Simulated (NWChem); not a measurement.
System: CH4S2Se; SMILES CS[Se]S

NWChem input:

```
start job
memory heap 200 mb stack 900 mb global 1100 mb
geometry units angstroms noautoz
  Se     0.785502    -0.382653    -0.107658
  S     -0.905467    -1.811719     0.020200
  H     -0.739282    -2.164178     1.316965
  S     -0.017406     1.514233     0.640927
  C     -0.927119     2.159779    -0.786821
  H     -0.266910     2.299006    -1.653459
  H     -1.330617     3.135264    -0.474873
  H     -1.761962     1.492978    -1.043822
end
basis spherical
  * library 6-31g*
end
dft
  xc b3lyp
  grid xcoarse
  iterations 150
  mulliken
end
task dft gradient
```

NWChem printed, in part:

```
             Northwest Computational Chemistry Package (NWChem) 7.3.0
             --------------------------------------------------------

 C1  symmetry detected

                             Geometry "geometry" -> ""
                             -------------------------

 Output coordinates in angstroms (scale by  1.889725989 to convert to a.u.)

  No.       Tag          Charge          X              Y              Z
 ---- ---------------- ---------- -------------- -------------- --------------
    1 Se                  34.0000     0.74735849    -0.38758462    -0.14331945
    2 S                   16.0000    -0.94259436    -1.80551772     0.08356938
    3 H                    1.0000    -0.71617009    -2.14266156     1.37527769
    4 S                   16.0000    -0.00932405     1.52294320     0.61860721
    5 C                    6.0000    -0.98324039     2.15564349    -0.77205775
    6 H                    1.0000    -0.36466360     2.28035621    -1.67101882
    7 H                    1.0000    -1.36647866     3.13717910    -0.45360923
    8 H                    1.0000    -1.83273950     1.49033454    -0.98026720

 Effective nuclear repulsion energy (a.u.)     432.2140057803

                                 NWChem DFT Module
                                 -----------------

 Summary of "ao basis" -> "ao basis" (spherical)
 ------------------------------------------------------------------------------
       Tag                 Description            Shells   Functions and Types
 ---------------- ------------------------------  ------  ---------------------
 Se                          6-31g*                 12       32   5s4p3d
 S                           6-31g*                  8       18   4s3p1d
 H                           6-31g*                  2        2   2s
 C                           6-31g*                  6       14   3s2p1d

            General Information
            -------------------
          SCF calculation type: DFT
          Wavefunction type:  closed shell.
          No. of atoms     :     8
          No. of electrons :    76
           Alpha electrons :    38
            Beta electrons :    38
          Charge           :     0
          Spin multiplicity:     1
          Use of symmetry is: off; symmetry adaption is: off
          Maximum number of iterations: 150
          AO basis - number of functions:    90
                     number of shells:    42
          Convergence on energy requested:  1.00D-06
          Convergence on density requested:  1.00D-05
          Convergence on gradient requested:  5.00D-04

              XC Information
              --------------
                         B3LYP Method XC Potential
                     Hartree-Fock (Exact) Exchange  0.200
                        Slater Exchange Functional  0.800 local
                    Becke 1988 Exchange Functional  0.720 non-local
              Lee-Yang-Parr Correlation Functional  0.810
                  VWN I RPA Correlation Functional  0.190 local

             Grid Information
             ----------------
          Grid used for XC integration:  xcoarse
          Radial quadrature: Mura-Knowles
          Angular quadrature: Lebedev.
          Tag              B.-S. Rad. Rad. Pts. Rad. Cut. Ang. Pts.
          ---              ---------- --------- --------- ---------
          Se                  1.15       75          10.0       194
          S                   1.00       42          11.0       194
          H                   0.35       21          12.0       194
          C                   0.70       21          11.0       194
          Grid pruning is: on
          Number of quadrature shells:   264
          Spatial weights used:  Erf1

      Superposition of Atomic Density Guess
      -------------------------------------

 Sum of atomic energies:       -3234.06988948

      Non-variational initial energy
      ------------------------------

 Total energy =   -3235.339615
 1-e energy   =   -5356.378672
 2-e energy   =    1688.825051
 HOMO         =      -0.248537
 LUMO         =      -0.023514

     ---------------------------------------------
      Total Density - Mulliken Population Analysis
     ---------------------------------------------

    Atom       Charge   Shell Charges
 -----------   ------   -------------------------------------------------------
    1 Se  34    33.92   2.00  2.00  6.00  2.00  5.99  1.51  2.86  0.40  1.08  6.94  2.94  0.20
    2 S   16    16.30   2.00  2.00  5.98  1.33  2.97  0.54  1.45  0.04
    3 H    1     0.76   0.41  0.35
    4 S   16    16.04   2.00  2.00  5.98  1.33  2.89  0.52  1.29  0.05
    5 C    6     6.68   2.00  0.71  1.93  0.72  1.29  0.03
    6 H    1     0.77   0.47  0.30
    7 H    1     0.76   0.46  0.30
    8 H    1     0.77   0.47  0.30

[...]

                         DFT ENERGY GRADIENTS

    atom               coordinates                        gradient
                 x          y          z           x          y          z
   1 Se      1.412303  -0.732429  -0.270834   -0.008550   0.001114   0.003888
   2 S      -1.781245  -3.411934   0.157923    0.005273   0.005547  -0.000237
   3 H      -1.353365  -4.049043   2.598898    0.000974   0.001563  -0.001280
   4 S      -0.017620   2.877945   1.168998   -0.002824  -0.004255  -0.008993
   5 C      -1.858055   4.073576  -1.458978    0.006110  -0.004829   0.007616
   6 H      -0.689114   4.309248  -3.157768    0.002007   0.000686  -0.002315
   7 H      -2.582270   5.928409  -0.857197   -0.000555   0.002141   0.001392
   8 H      -3.463375   2.816324  -1.852436   -0.002434  -0.001966  -0.000071
```

Level: B3LYP/6-31G* (spherical d). Structure relaxed at the PBE0/def2-SVP level.
